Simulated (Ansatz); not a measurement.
Relaxed structures of SiHSeO, doublet (PBE0-D4/def2-TZVP; forces vanish, vibrations not checked; lower isomers may exist, and structures with a doubtful reference or unclear bonds are left out; Å). Ansatz 0.2.0; basis: def2-TZVPP; cores frozen in the correlated methods; orbitals are unrestricted. Filled d shells of the heavier atoms are correlated. The def2 sets are not built for correlating such inner shells, so the correlated values are less sure here.

**Question.** Rank them by CCSD(T) energy, lowest first, and give each one's height above the lowest. Links in brackets join atoms within 1.22 times the sum of their covalent radii (1.1 for two metals). (Judge from chemistry; the value comes from the calculation.)
A.
a complex of HSe + SiO
```
4
angstrom
O -0.6520 0.0023 0.8877
Si -2.1041 0.2490 1.2224
Se 0.9532 0.0451 -1.6280
H 1.8029 -0.2964 -0.4820
```
B.
SiHSeO ([OH][Si][Se])
```
4
angstrom
O 0.5153 0.0222 -0.8657
Si -0.1903 -0.0509 0.6096
Se -2.2199 0.3117 0.9560
H 1.4579 -0.1630 -0.9115
```
C.
SiHSeO ([O][Si][SeH])
```
4
angstrom
O -1.9687 0.2627 0.9412
Si -0.4769 -0.0246 0.8282
Se 0.5807 0.0575 -1.1958
H 1.8650 -0.2956 -0.5737
```

**Answer.** By the calculation: B (0.00 kcal/mol), C (18.13 kcal/mol), A (34.93 kcal/mol). Heights count from the lowest.

T1 diagnostic: at most 0.021. ⟨S²⟩ of the unrestricted Hartree–Fock references: 0.76 to 0.78 (a pure state has 0.75).

For scale, one of the runs: CCSD(T)/def2-TZVPP, 135 basis functions, launched by `ansatz run in.yaml --threads 2 --pin off --events-out ev --progress --plain --max-ram 4352MiB`. Time: 91 s of wall clock on 2 CPU threads of an Intel Xeon Platinum 8259CL; the host was shared. Peak host memory: 1.7 GiB.
